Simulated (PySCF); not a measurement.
CH5FO2Si2, SMILES O[Si@]1(F)CO[SiH2]1.

Geometry optimised at TPSSh-D3(BJ)/def2-SVP. The structure was generated by enumeration; whether it is a known compound was not checked. One conformer was computed; it need not be the lowest.

Two levels are set side by side: PBE/def2-TZVP (PySCF) and HF/def2-TZVP (PySCF). Same geometry, gas phase. Differences are taken from unrounded values.

| quantity | HF |
|---|---|
| orbital gap (eV) | 13.01 |
| highest occupied level (eV) | -10.55 |
| lowest empty level (eV) | 2.46 |
| dipole moment (D) | 2.06 |
| mean polarisability (bohr³) | 60.7 |

Problem. What does PBE give, and how far is it from HF? (An estimate is asked for; the answer gives what the named calculation found.)

Solution. 
```
quantity                       PBE  PBE minus HF
---------------------------  -----  ------------
orbital gap (eV)              5.10         -7.91
highest occupied level (eV)  -6.52          4.03
lowest empty level (eV)      -1.42         -3.88
dipole moment (D)             1.68         -0.38
mean polarisability (bohr³)   70.5           9.7
```

PBE's occupied levels lie high since its potential decays too fast outside the molecule; exact exchange lowers them and widens the gap. Loosely held outer electrons make PBE densities more polarisable. Differences between two approximate levels are no errors against the true value.

Rough cost on one machine, each run with all the roots and properties that it gave: HF against PBE about 1/3.
